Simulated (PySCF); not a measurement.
## Cost of response and excited-state runs on SMILES C[C@]1(F)CC(=O)[SiH2][SiH2]1, C4H9FOSi2

Geometry:
```json
{"atom": "C1", "x (Å)": "-2.180", "y (Å)": "0.354", "z (Å)": "0.629"}
{"atom": "C2", "x (Å)": "-0.821", "y (Å)": "0.280", "z (Å)": "-0.026"}
{"atom": "F3", "x (Å)": "-1.007", "y (Å)": "0.299", "z (Å)": "-1.425"}
{"atom": "C4", "x (Å)": "-0.068", "y (Å)": "-1.008", "z (Å)": "0.274"}
{"atom": "C5", "x (Å)": "1.262", "y (Å)": "-1.087", "z (Å)": "-0.471"}
{"atom": "O6", "x (Å)": "1.731", "y (Å)": "-2.129", "z (Å)": "-0.850"}
{"atom": "Si7", "x (Å)": "2.131", "y (Å)": "0.660", "z (Å)": "-0.733"}
{"atom": "Si8", "x (Å)": "0.358", "y (Å)": "1.791", "z (Å)": "0.267"}
{"atom": "H9", "x (Å)": "-2.794", "y (Å)": "-0.512", "z (Å)": "0.335"}
{"atom": "H10", "x (Å)": "-2.708", "y (Å)": "1.271", "z (Å)": "0.327"}
{"atom": "H11", "x (Å)": "-2.084", "y (Å)": "0.355", "z (Å)": "1.724"}
{"atom": "H12", "x (Å)": "0.166", "y (Å)": "-1.056", "z (Å)": "1.354"}
{"atom": "H13", "x (Å)": "-0.669", "y (Å)": "-1.898", "z (Å)": "0.025"}
{"atom": "H14", "x (Å)": "3.442", "y (Å)": "0.681", "z (Å)": "-0.021"}
{"atom": "H15", "x (Å)": "2.329", "y (Å)": "0.914", "z (Å)": "-2.188"}
{"atom": "H16", "x (Å)": "-0.207", "y (Å)": "3.019", "z (Å)": "-0.360"}
{"atom": "H17", "x (Å)": "0.572", "y (Å)": "2.006", "z (Å)": "1.733"}
```

PySCF with density fitting, on 1 thread of an Arm Neoverse V1, shared host. Command: `OMP_NUM_THREADS=1 python excited_run.py task.json out`

Question: How long does each of these runs take, and how much memory?
- excited states, B3LYP/def2-SVPD; Tamm-Dancoff; spin-orbit couplings; 6 states; 6 triplets; quadratic response for 4 states; writes grids
- excited states, BHandHLYP/def2-SVPD; two-photon moments; 6 states; quadratic response for 5 states; 0 triplets

Answer: 
```tsv
run	level	basis functions	wall time	peak memory (GiB)
excited states	B3LYP/def2-SVPD	246	62 s	0.97
excited states	BHandHLYP/def2-SVPD	246	63 s	0.98
```
Times from a shared host are rough.
